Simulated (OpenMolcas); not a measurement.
# Rh2+: effect of the basis set

* Program: OpenMolcas
* Method: CASSCF
* Active space: 7 electrons in 6 orbitals (4d 5s)
* State averaging: 2S+1 = 4 even, 60 roots; 2S+1 = 6 even, 5 roots kept (CI in the orbitals of an earlier block); 2S+1 = 2 even, 110 roots kept (CI in the orbitals of an earlier block)
* Spin-orbit coupling: state interaction with AMFI integrals over the reference wave functions, term energies averaged over their components

A. ANO-RCC-VDZP [6s5p3d1f], DKH2, point nucleus; cost of the order of 80 core-seconds
B. ANO-R2 [7s5p4d2f1g], X2C, finite nucleus; cost roughly 80 core-seconds
C. ANO-RCC-VTZP [7s6p4d2f1g], DKH2, point nucleus; cost about 80 core-seconds
D. ANO-R3 [8s6p5d3f2g1h], X2C, finite nucleus; cost of the order of 110 core-seconds
E. ANO-RCC-VQZP [8s7p5d3f2g1h], DKH2, point nucleus; cost roughly 90 core-seconds

Energies in cm-1 above 4d7 4F 9/2, the measured ground level; measured values from the list in Shadmi, J. Res. Natl. Bur. Stand. 70A, 435 (1966).

```
               Level      A      B      C      D      E  Measured
          4d7 4F 9/2    0.0    0.0    0.0    0.0    0.0       0.0
          4d7 4F 7/2   2327   2180   2188   2217   2207      2148
          4d7 4F 5/2   3831   3610   3623   3666   3651      3486
          4d7 4F 3/2   4788   4526   4543   4594   4576      4322
          4d7 4P 5/2  14853  14865  14949  14864  14862     11062
          4d7 4P 3/2  14904  15008  15080  14991  14990     10997
          4d7 2G 9/2  15711  15916  15950  15896  15884          
          4d7 4P 1/2  16466  16413  16496  16432  16423          
          4d7 2G 7/2  17998  18056  18101  18071  18051          
   4d7 2P 3/2 [52 %]  20539  20681  20747  20669  20657          
         4d7 2H 11/2  21064  21331  21359  21316  21296          
       4d7 2D 5/2(1)  22576  22742  22832  22725  22712          
          4d7 2P 1/2  22997  23052  23106  23072  23048          
          4d7 2H 9/2  23358  23457  23495  23482  23452          
4d7 2D 3/2(1) [68 %]  26498  26395  26494  26445  26416          
          4d7 2F 5/2  34334  34670  34788  34627  34618          
          4d7 2F 7/2  35439  35686  35811  35664  35650          
       4d6 5s 6D 9/2  36977  35327  37023  35298  36087     43022
       4d6 5s 6D 7/2  38351  36616  38316  36609  37393     44394
       4d6 5s 6D 5/2  39268  37489  39191  37494  38274     45278
       4d6 5s 6D 3/2  39887  38078  39781  38091  38869     45877
       4d6 5s 6D 1/2  40248  38422  40126  38440  39216          
    4d6 5s 4D 7/2(1)  50873  50335  50653  50162  50931          
    4d6 5s 4D 5/2(1)  52394  51765  52098  51615  52377
```

Deviations, from unrounded energies. A percentage is the sum of absolute deviations over the sum of measured energies, with the sign that they share, or ± where signs differ.

```csv
Against measurement,Levels,A,B,C,D,E
mean absolute deviation (cm-1),9,3600,4400,3600,4400,4000
fine structure of the ground term (%),3,+9.9,+3.6,+4.0,+5.2,+4.8
other terms of the ground configuration (%),2,+34.9,+35.4,+36.1,+35.3,+35.3
other configurations (%),4,-13.5,-17.4,-13.6,-17.4,-15.7
```

A, C lie about equally close to measurement and D furthest from it. The largest miss of C in the table is 4d6 5s 6D 3/2, by -6100 cm-1. The ranking rests on the paired levels alone, and a cruder setting can come out closer through cancelling errors.

Among A to E the level of the table that moves most is 4d6 5s 6D 1/2, by 1800 cm-1 (lowest in B, highest in A).

Without dynamic correlation excited terms often stand tens of per cent too high (terms of higher spin than the ground term too low), and those without a measured partner can miss by more than the paired ones. Terms from blocks run as CI alone lack orbitals of their own. A single d shell beside an s shell can misplace configurations of different d count against each other. Measured partners are found by configuration, term and J. A level has none where our copy of the source lacks it or the pairing is in doubt (some pairs that miss far off the trend of their configuration count as doubtful), and it then counts in no deviation. Only configurations of the active space appear. The table leaves out levels that lie high or whose names do not pair safely across all columns.

A share in square brackets marks a mixed level and gives the weight of the term that names it, the lowest over the columns. A number in round brackets counts repeated terms of one configuration in the order of the reference energies.
